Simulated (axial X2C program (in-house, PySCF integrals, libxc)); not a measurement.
Worked dissociation energy of InF: HF, scalar-relativistic

All values were computed with an in-house all-electron X2C program for linear molecules (integrals from PySCF). Spin-free means the one-electron spin-free X2C Hamiltonian. Basis: In dyall-cv3z [11s12p9d4f1g], F dyall-av3z [7s6p3d2f] (cores contracted in-house); Gaussian nuclei, density fitting, unrestricted open shells. Masses: In 114.904 u, F 18.998 u.

Molecular state: M_S = 0, Λ = 0 (closed shell).

- E(In) (2M_S = 1, M_L = 0): -5878.321402 hartree
- E(F) (2M_S = 1, M_L = 0): -99.503170 hartree
- E(InF) at Re: -5977.959481 hartree
- ωe: 549.3 cm⁻¹
- ωexe: 2.85 cm⁻¹

(1) Work out De and D0.

The state is one determinant whose occupation by symmetry is held fixed; it was picked as the lowest of a PBE0 search that is not exhaustive. The closed shell is kept restricted, so the energy runs too high when the bond is stretched far. De is counted from the lowest determinant-based energies of the atoms at the same level, without counterpoise correction. Spin-free De lacks the spin–orbit lowering of the heavy p-block atom, a tenth of an eV or more for 4p and 5p, up to an eV for 6p and one to two eV for 7p atoms, less what an open-shell molecule gains itself.

Hartree–Fock lacks correlation and underbinds, often by eV.

Each atomic determinant is the lowest at this level and need not be a pure term. Totals compare only within one Hamiltonian and basis.

Results:

(1) De = -5878.321402 + (-99.503170) − (-5977.959481) = 0.13491 hartree = 3.671 eV. The zero-point energy is ωe/2 − ωexe/4 = 274 cm⁻¹ = 0.034 eV, so D0 = 3.637 eV.
